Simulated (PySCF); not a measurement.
C$_{3}$H$_{8}$O$_{2}$, triplet, at the geometry of the source list (a higher spin typed on purpose: for a closed-shell molecule this is an excited state) (in this run its highest filled SCF level lies above zero, so its values depend strongly on the basis, on diffuse functions most of all); CCSD(T)/STO-3G in PySCF.

Input for PySCF:
```python
from pyscf import gto, scf, cc

mol = gto.Mole()
mol.atom = '''
    C     1.497400    0.210700    0.264200
    C     0.093400    0.382000   -0.303400
    O    -0.622000    1.416100    0.347900
    C    -0.719300   -0.918800   -0.221100
    O    -2.000200   -0.747600   -0.768800
    H     2.036800    1.152300    0.207500
    H     1.448400   -0.104700    1.305700
    H     2.040100   -0.541100   -0.300400
    H     0.141200    0.702500   -1.349600
    H    -0.595600    1.252100    1.298300
    H    -0.232700   -1.716000   -0.785600
    H    -0.795300   -1.230700    0.835300
    H    -2.292100    0.143300   -0.529900
'''
mol.basis = 'sto-3g'
mol.charge = 0
mol.spin = 2
mol.verbose = 4
mol.build()

mf = scf.UHF(mol)
mf.kernel()

mycc = cc.CCSD(mf)
mycc.kernel()
et = mycc.ccsd_t()
print('E(CCSD(T)) = %.10f' % (mycc.e_tot + et))
```

What the program printed (banner, timings and long lists left out):

```
PySCF version 2.14.0

[INPUT] verbose = 4
[INPUT] num. atoms = 13
[INPUT] num. electrons = 42
[INPUT] charge = 0
[INPUT] spin (= nelec alpha-beta = 2S) = 2
[INPUT] symmetry False subgroup None
[INPUT] Mole.unit = angstrom
[INPUT] Symbol           X                Y                Z      unit          X                Y                Z       unit  Magmom
[INPUT]  1 C      1.497400000000   0.210700000000   0.264200000000 AA    2.829675898924   0.398165294446   0.499265642110 Bohr   0.0
[INPUT]  2 C      0.093400000000   0.382000000000  -0.303400000000 AA    0.176500420034   0.721875379584  -0.573342906193 Bohr   0.0
[INPUT]  3 O     -0.622000000000   1.416100000000   0.347900000000 AA   -1.175409649479   2.676041164997   0.657435718736 Bohr   0.0
[INPUT]  4 C     -0.719300000000  -0.918800000000  -0.221100000000 AA   -1.359280001400  -1.736280363250  -0.417818446141 Bohr   0.0
[INPUT]  5 O     -2.000200000000  -0.747600000000  -0.768800000000 AA   -3.779830194355  -1.412759250725  -1.452821444566 Bohr   0.0
[INPUT]  6 H      2.036800000000   1.152300000000   0.207500000000 AA    3.848994170514   2.177531413336   0.392118170847 Bohr   0.0
[INPUT]  7 H      1.448400000000  -0.104700000000   1.305700000000 AA    2.737079318820  -0.197854325242   2.467415400845 Bohr   0.0
[INPUT]  8 H      2.040100000000  -0.541100000000  -0.300400000000 AA    3.855230266725  -1.022530806002  -0.567673727819 Bohr   0.0
[INPUT]  9 H      0.141200000000   0.702500000000  -1.349600000000 AA    0.266829328789   1.327532602507  -2.550374377713 Bohr   0.0
[INPUT] 10 H     -0.595600000000   1.252100000000   1.298300000000 AA   -1.125520879791   2.366126080568   2.453431427523 Bohr   0.0
[INPUT] 11 H     -0.232700000000  -1.716000000000  -0.785600000000 AA   -0.439739269186  -3.242770029754  -1.484568843458 Bohr   0.0
[INPUT] 12 H     -0.795300000000  -1.230700000000   0.835300000000 AA   -1.502899186867  -2.325685941502   1.578488231849 Bohr   0.0
[INPUT] 13 H     -2.292100000000   0.143300000000  -0.529900000000 AA   -4.331441250116   0.270797753650  -1.001365873407 Bohr   0.0

nuclear repulsion = 195.316196438787
number of shells = 23
number of NR pGTOs = 99
number of NR cGTOs = 33
basis = sto-3g
ecp = {}

******** <class 'pyscf.scf.uhf.UHF'> ********
method = UHF
initial guess = minao
damping factor = 0
level_shift factor = 0
DIIS = <class 'pyscf.scf.diis.CDIIS'>
diis_start_cycle = 1
diis_space = 8
diis_damp = 0
SCF conv_tol = 1e-09
SCF conv_tol_grad = None
SCF max_cycles = 50
direct_scf = True
direct_scf_tol = 1e-13
number electrons alpha = 22  beta = 20
Set gradient conv threshold to 3.16228e-05
init E= -265.324013397159

cycle= 1 E= -263.866372215638  delta_E= 1.46  |g|= 0.441  |ddm|= 3.46

cycle= 2 E= -264.011613505356  delta_E= -0.145  |g|= 0.22  |ddm|= 0.96

cycle= 3 E= -264.045551851277  delta_E= -0.0339  |g|= 0.0663  |ddm|= 0.347

cycle= 4 E= -264.068458378671  delta_E= -0.0229  |g|= 0.0805  |ddm|= 0.396

cycle= 5 E= -264.055994977295  delta_E= 0.0125  |g|= 0.0682  |ddm|= 0.218

cycle= 6 E= -264.041211912378  delta_E= 0.0148  |g|= 0.0385  |ddm|= 0.849

cycle= 7 E= -264.042164280021  delta_E= -0.000952  |g|= 0.0272  |ddm|= 0.143

cycle= 8 E= -264.043171318797  delta_E= -0.00101  |g|= 0.0157  |ddm|= 0.15

cycle= 9 E= -264.044343903162  delta_E= -0.00117  |g|= 0.00782  |ddm|= 0.105

cycle= 10 E= -264.044716240358  delta_E= -0.000372  |g|= 0.00824  |ddm|= 0.0483

cycle= 11 E= -264.045014195306  delta_E= -0.000298  |g|= 0.00405  |ddm|= 0.128

cycle= 12 E= -264.045048641231  delta_E= -3.44e-05  |g|= 0.00246  |ddm|= 0.0321

cycle= 13 E= -264.045085746131  delta_E= -3.71e-05  |g|= 0.000768  |ddm|= 0.0345

cycle= 14 E= -264.045088196019  delta_E= -2.45e-06  |g|= 0.000462  |ddm|= 0.00643

cycle= 15 E= -264.045088961338  delta_E= -7.65e-07  |g|= 0.000217  |ddm|= 0.00342

cycle= 16 E= -264.045089171253  delta_E= -2.1e-07  |g|= 0.00015  |ddm|= 0.00204

cycle= 17 E= -264.045089275864  delta_E= -1.05e-07  |g|= 8.2e-05  |ddm|= 0.00197

cycle= 18 E= -264.045089304532  delta_E= -2.87e-08  |g|= 3.7e-05  |ddm|= 0.00105

cycle= 19 E= -264.045089313949  delta_E= -9.42e-09  |g|= 2.39e-05  |ddm|= 0.000644

cycle= 20 E= -264.045089315468  delta_E= -1.52e-09  |g|= 1.58e-05  |ddm|= 0.000269

cycle= 21 E= -264.04508931599  delta_E= -5.22e-10  |g|= 1.51e-05  |ddm|= 9.68e-05

Extra cycle  E= -264.045089317264  delta_E= -1.27e-09  |g|= 2.14e-05  |ddm|= 0.000103
converged SCF energy = -264.045089317264  <S^2> = 2.0203057  2S+1 = 3.0135067

******** <class 'pyscf.cc.uccsd.UCCSD'> ********
CC2 = 0
CCSD nocc = (np.int64(22), np.int64(20)), nmo = (33, 33)
max_cycle = 50
direct = 0
conv_tol = 1e-07
conv_tol_normt = 1e-06
diis_space = 6
diis_start_cycle = 0
diis_start_energy_diff = 1e+09
Init t2, MP2 energy = -0.297740706501717
Init E_corr(UCCSD) = -0.297740708253304
cycle = 1  E_corr(UCCSD) = -0.338016982101231  dE = -0.0402762738  norm(t1,t2) = 0.154719
cycle = 2  E_corr(UCCSD) = -0.359738019933888  dE = -0.0217210378  norm(t1,t2) = 0.0842348
cycle = 3  E_corr(UCCSD) = -0.368692913256258  dE = -0.00895489332  norm(t1,t2) = 0.062936
cycle = 4  E_corr(UCCSD) = -0.381917326239527  dE = -0.013224413  norm(t1,t2) = 0.0408429
cycle = 5  E_corr(UCCSD) = -0.380103281553104  dE = 0.00181404469  norm(t1,t2) = 0.0183487
cycle = 6  E_corr(UCCSD) = -0.381047397580024  dE = -0.000944116027  norm(t1,t2) = 0.0135706
cycle = 7  E_corr(UCCSD) = -0.381095024864403  dE = -4.76272844e-05  norm(t1,t2) = 0.0124012
cycle = 8  E_corr(UCCSD) = -0.381107200766512  dE = -1.21759021e-05  norm(t1,t2) = 0.0124309
cycle = 9  E_corr(UCCSD) = -0.381068269749238  dE = 3.89310173e-05  norm(t1,t2) = 0.0124499
cycle = 10  E_corr(UCCSD) = -0.38141253644894  dE = -0.0003442667  norm(t1,t2) = 0.0114914
cycle = 11  E_corr(UCCSD) = -0.380877155541635  dE = 0.000535380907  norm(t1,t2) = 0.00904399
cycle = 12  E_corr(UCCSD) = -0.381755176374289  dE = -0.000878020833  norm(t1,t2) = 0.00537191
cycle = 13  E_corr(UCCSD) = -0.381296317376157  dE = 0.000458858998  norm(t1,t2) = 0.00437437
cycle = 14  E_corr(UCCSD) = -0.380939691770482  dE = 0.000356625606  norm(t1,t2) = 0.00181943
cycle = 15  E_corr(UCCSD) = -0.381016396586438  dE = -7.6704816e-05  norm(t1,t2) = 0.00123703
cycle = 16  E_corr(UCCSD) = -0.381150673913826  dE = -0.000134277327  norm(t1,t2) = 0.000712957
cycle = 17  E_corr(UCCSD) = -0.381133662583368  dE = 1.70113305e-05  norm(t1,t2) = 0.000374375
cycle = 18  E_corr(UCCSD) = -0.381171132248705  dE = -3.74696653e-05  norm(t1,t2) = 0.000258113
cycle = 19  E_corr(UCCSD) = -0.381174278088044  dE = -3.14583934e-06  norm(t1,t2) = 0.000183221
cycle = 20  E_corr(UCCSD) = -0.381169928737536  dE = 4.34935051e-06  norm(t1,t2) = 0.000138276
cycle = 21  E_corr(UCCSD) = -0.381170533909754  dE = -6.05172218e-07  norm(t1,t2) = 0.000121311
cycle = 22  E_corr(UCCSD) = -0.381170474039841  dE = 5.98699135e-08  norm(t1,t2) = 0.00011703
cycle = 23  E_corr(UCCSD) = -0.381167548807029  dE = 2.92523281e-06  norm(t1,t2) = 0.000118471
cycle = 24  E_corr(UCCSD) = -0.381163197789129  dE = 4.3510179e-06  norm(t1,t2) = 0.000113283
cycle = 25  E_corr(UCCSD) = -0.381160859532173  dE = 2.33825696e-06  norm(t1,t2) = 0.000101465
cycle = 26  E_corr(UCCSD) = -0.381162051976689  dE = -1.19244452e-06  norm(t1,t2) = 8.42454e-05
cycle = 27  E_corr(UCCSD) = -0.381165350335472  dE = -3.29835878e-06  norm(t1,t2) = 5.43131e-05
cycle = 28  E_corr(UCCSD) = -0.381165580142934  dE = -2.29807462e-07  norm(t1,t2) = 3.47175e-05
cycle = 29  E_corr(UCCSD) = -0.381166379928862  dE = -7.99785928e-07  norm(t1,t2) = 2.49175e-05
cycle = 30  E_corr(UCCSD) = -0.381165993957791  dE = 3.8597107e-07  norm(t1,t2) = 1.58568e-05
cycle = 31  E_corr(UCCSD) = -0.381165821222911  dE = 1.7273488e-07  norm(t1,t2) = 9.44979e-06
cycle = 32  E_corr(UCCSD) = -0.381165917661774  dE = -9.64388629e-08  norm(t1,t2) = 6.28383e-06
cycle = 33  E_corr(UCCSD) = -0.381166070968105  dE = -1.53306331e-07  norm(t1,t2) = 5.01391e-06
cycle = 34  E_corr(UCCSD) = -0.381166253791429  dE = -1.82823324e-07  norm(t1,t2) = 3.87693e-06
cycle = 35  E_corr(UCCSD) = -0.381166367806087  dE = -1.14014658e-07  norm(t1,t2) = 3.6131e-06
cycle = 36  E_corr(UCCSD) = -0.381166405878348  dE = -3.80722613e-08  norm(t1,t2) = 3.44364e-06
cycle = 37  E_corr(UCCSD) = -0.381166397150113  dE = 8.7282353e-09  norm(t1,t2) = 3.4555e-06
cycle = 38  E_corr(UCCSD) = -0.381166393308056  dE = 3.84205684e-09  norm(t1,t2) = 3.48753e-06
cycle = 39  E_corr(UCCSD) = -0.381166404127147  dE = -1.08190907e-08  norm(t1,t2) = 3.41953e-06
cycle = 40  E_corr(UCCSD) = -0.381166465934935  dE = -6.18077882e-08  norm(t1,t2) = 3.46402e-06
cycle = 41  E_corr(UCCSD) = -0.38116653313056  dE = -6.71956247e-08  norm(t1,t2) = 2.87879e-06
cycle = 42  E_corr(UCCSD) = -0.381166593790188  dE = -6.06596279e-08  norm(t1,t2) = 1.97163e-06
cycle = 43  E_corr(UCCSD) = -0.381166587446508  dE = 6.34367986e-09  norm(t1,t2) = 1.30657e-06
cycle = 44  E_corr(UCCSD) = -0.381166587394824  dE = 5.16836574e-11  norm(t1,t2) = 5.63033e-07
UCCSD converged
E(UCCSD) = -264.4262559046591  E_corr = -0.3811665873948243
UCCSD(T) correction = -0.0227891099426508
E(CCSD(T)) = -264.4490450146
```
